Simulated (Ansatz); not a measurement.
Start from `OB([SiH3])CF` and change one atom or group to get `OB([SiH3])Cl`.

Ansatz, PBE0-D4/def2-TZVP geometries, multiplicity 1. Each molecule was computed in one conformer, which needn't be the lowest.

```csv
property,`OB([SiH3])CF`
size of the dipole moment (ωB97M-V/def2-TZVPP) / D,2.28
HOMO–LUMO gap (PBE0/def2-TZVPP) / eV,6.80
HOMO energy (B3LYP/def2-TZVPP) / eV,-7.70
LUMO energy (B3LYP/def2-TZVPP) / eV,-1.28
LUMO energy (PBE/def2-TZVPP) / eV,-2.02
HOMO energy (PBE0/def2-TZVPP) / eV,-7.88
```

Task: What does the change do to each property? (An estimate is asked.)

Result: The calculation gave: 
```csv
property,`OB([SiH3])Cl`,shift
size of the dipole moment (ωB97M-V/def2-TZVPP) / D,1.35,-0.93
HOMO–LUMO gap (PBE0/def2-TZVPP) / eV,7.33,0.53
HOMO energy (B3LYP/def2-TZVPP) / eV,-8.22,-0.52
LUMO energy (B3LYP/def2-TZVPP) / eV,-1.27,0.01
LUMO energy (PBE/def2-TZVPP) / eV,-2.03,-0.01
HOMO energy (PBE0/def2-TZVPP) / eV,-8.43,-0.55
```

Dipoles are sizes alone; their direction can turn.

B3LYP here is the variant with VWN-RPA as its local correlation; programs differ in this.
